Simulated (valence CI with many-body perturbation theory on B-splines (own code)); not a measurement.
# La XIX: magnetic and hyperfine properties of the levels

Calculated by relativistic CI+MBPT: three valence electrons over a frozen Dirac-Fock core [Kr], radial functions for each j: 7 s, 7 p, 8 d, 6 f, 4 g, 1 h, with the one-electron correlation potential Σ1, the two-electron term Σ2, the three-electron term Σ3, Breit, model QED; selected CI, second order for the rest, scaled by the run's own slope (own B-spline code, finite nucleus).

No measured spectrum was set against this ion. As an estimate, terms of the open shell hold to 2 to 4 % of their energy, and close levels can change places. The list stops below the first excitations out of the core.

A/g_I is the dipole constant over the nuclear g factor μ/I (μ in nuclear magnetons, uniformly magnetised nucleus), B/Q the quadrupole constant per barn. Both hold the static response of the core; the bare values leave it out. Large factors of s and p1/2 electrons are usually good to 5 to 10 %; those of open d and f shells near neutrality can be off by tens of per cent, and small factors of p3/2, d and f electrons come from cancelling terms and can be off by a factor of two or in sign, in half-filled shells by more. B is blank for J = 1/2, where it vanishes, and for nearly pure S terms. Energies count from the lowest level.

Names give the largest LS component (configuration and term), which can be under half, so a name can repeat, a term be missing and a line seem to break the LS rules; names also repeat where a configuration has a term twice. Letters in brackets count levels of one name in rising energy.

| Level | E (cm⁻¹) | g | A/g_I (MHz) | A/g_I bare | B/Q (MHz/b) | B/Q bare |
| --- | --- | --- | --- | --- | --- | --- |
| 4d3 4F_3/2 | 0.0 | 0.512 | 7800 | 7110 | -2870 | -2720 |
| 4d3 4F_5/2 | 18243 | 1.038 | 4160 | 4090 | -1950 | -1850 |
| 4d3 4F_7/2 | 31023 | 1.169 | 3700 | 3780 | -991 | -953 |
| 4d3 4P_3/2 | 36073 | 1.373 | 3050 | 3370 | -2430 | -2300 |
| 4d3 4F_9/2 | 37786 | 1.172 | 4070 | 4160 | 1580 | 1470 |
| 4d3 4P_1/2 | 42055 | 2.092 | -4560 | -3350 |  |  |
| 4d3 2G_7/2 | 58861 | 0.970 | 4350 | 4210 | 1960 | 1860 |
| 4d3 2H_9/2 | 61540 | 1.093 | 3780 | 3780 | 3770 | 3560 |
| 4d3 4P_5/2 | 62477 | 1.542 | 853 | 1380 | 4390 | 4140 |
| 4d3 2D_3/2 [a] | 71719 | 1.169 | 3770 | 3860 | -4540 | -4290 |
| 4d3 2P_1/2 | 76056 | 1.241 | -755 | -542 |  |  |
| 4d3 2H_11/2 | 80264 | 1.089 | 3990 | 3980 | 9810 | 9290 |
| 4d3 2D_5/2 [a] | 87176 | 1.202 | 3350 | 3480 | -1010 | -962 |
| 4d3 2G_9/2 | 96076 | 1.085 | 3190 | 3190 | 2730 | 2590 |
| 4d3 2F_5/2 | 96172 | 0.933 | 3650 | 3470 | 5640 | 5340 |
| 4d3 2F_7/2 | 99333 | 1.126 | 3960 | 4000 | 2410 | 2300 |
| 4d3 2P_3/2 | 106020 | 1.192 | 3380 | 3500 | 973 | 918 |
| 4d3 2D_3/2 [b] | 144500 | 0.812 | 6450 | 6110 | 5500 | 5210 |
| 4d3 2D_5/2 [b] | 149480 | 1.165 | 2970 | 3060 | 3130 | 2960 |

Task: Take the isotope of mass number 138, with I = 5, μ = 3.7084 μN and Q = 0.39 b. What is the hyperfine structure of 4d3 4P_3/2?

Result: From the table A = 2260 MHz, B = -946 MHz. Shifts from the centre of gravity in MHz: F = 7/2: -20700, F = 9/2: -9970, F = 11/2: 2640, F = 13/2: 16700.
